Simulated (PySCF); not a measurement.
Correlation energy of Te+ (tellurium, charge +1)

[Kr] 4d10 5s1 5p4, high-spin 4P determinant (an excited configuration). All numbers are calculated (PySCF 2.14, the spin-free X2C one-electron Hamiltonian (Gaussian nucleus), in x2c-TZVPPall with one added diffuse shell each of s, p, d, f type (9s7p5d3f, 76 functions)). Frozen: [Kr] 4d10; 5 electrons correlated.

| level | correlation energy (mhartree) |
| --- | --- |
| CCSD | -89.13 |
| (T) | -6.31 |
| CCSD(T) | -95.44 |

Diagnostics: T1 = 0.018, D1 = 0.0410, largest double amplitude 0.205.

A double-excitation amplitude exceeds 0.15, a sign of near-degeneracy.

Cost of the coupled-cluster step: roughly 4 core-seconds, for 5 correlated electrons.
